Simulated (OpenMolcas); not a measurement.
# Te²⁺: CASPT2 settings compared

```
Program             : OpenMolcas
Basis               : ANO-R1 [6s5p3d1f]
Scalar Hamiltonian  : X2C, finite nucleus
Active space        : 2 electrons in 3 orbitals (5p)
State averaging     : 2S+1 = 3 even, 3 roots; 2S+1 = 1 even, 6 roots kept (CI in the orbitals of an earlier block)
Spin-orbit coupling : RASSI with atomic mean-field integrals over the reference wave functions, term energies averaged over their components
```

Methods on the same reference wave functions:
A. CASSCF
B. SS-CASPT2, IPEA 0.75 Eh, sigma1 regulariser 0.1 Eh (closed shells correlated: 4d 5s)
C. SS-CASPT2, IPEA 0.3 Eh, no level shift (closed shells correlated: 4d 5s)
D. SS-CASPT2, IPEA 0.2 Eh, sigma2 regulariser 0.05 Eh (closed shells correlated: 4s 4p 4d 5s)

Energies in eV above 5s² 5p² ³P₀, the measured ground level; measured values from the list in Zhang, Palmeri, Quinet and Biemont, Astron. Astrophys. 551, A136 (2013).

```csv
Level,A,B,C,D,Measured
5s² 5p² ³P₀,0.0000,0.0000,0.0000,0.0000,0.0000
5s² 5p² ³P₁,0.5221,0.542,0.543,0.545,0.5898
5s² 5p² ³P₂,0.9923,0.990,0.995,0.996,1.0126
5s² 5p² ¹D₂,2.3561,2.241,2.262,2.261,2.1523
5s² 5p² ¹S₀,4.3836,4.015,4.006,3.973,3.7689
```

Deviations, from unrounded energies. A percentage is the sum of absolute deviations over the sum of measured energies, with the sign that they share, or ± where signs differ.

```
                        Against measurement  Levels      A     B     C     D
             mean absolute deviation (cm-1)       4   1800   820   830   750
      fine structure of the ground term (%)       2   -5.5  -4.4  -4.0  -3.8
other terms of the ground configuration (%)       2  +13.8  +5.7  +5.9  +5.3
```

D lies closest to measurement on these levels and A furthest from it. The largest miss of D in the table is 5s² 5p² ¹S₀, by +1600 cm-1. The ranking rests on the paired levels alone, and a cruder setting can come out closer through cancelling errors.

Among B to D the level of the table that moves most is 5s² 5p² ¹S₀, by 340 cm-1 (lowest in D, highest in B). Moves below CASPT2's spread within the term are not significant.

The mean deviations of B to D differ by less than CASPT2's widest spread within a term (190 cm-1), so their order carries little weight.

From A to B the spin-free energies of the other terms of 5s² 5p² shown, above ³P, scale by a factor of 0.88.

The lowest spin-free term lies below A's lowest term by 0.368 hartree in B, 0.376 hartree in C, 0.436 hartree in D.

CASPT2 breaks the degeneracy within a term, and the mean is taken; among the terms shown or strongly mixed into the levels shown the widest spread is 190 cm-1 (5s² 5p² ¹D, B). Terms from blocks run as CI alone lack orbitals of their own. With the s shell closed, the reference lacks s² → p² mixing. Computed and measured levels are paired by configuration, term and J; levels that our copy of the source lacks, or whose pairing is in doubt (as where it misses far off the trend of its configuration), stay unpaired and out of the deviations. Levels of configurations outside the active space are missing.
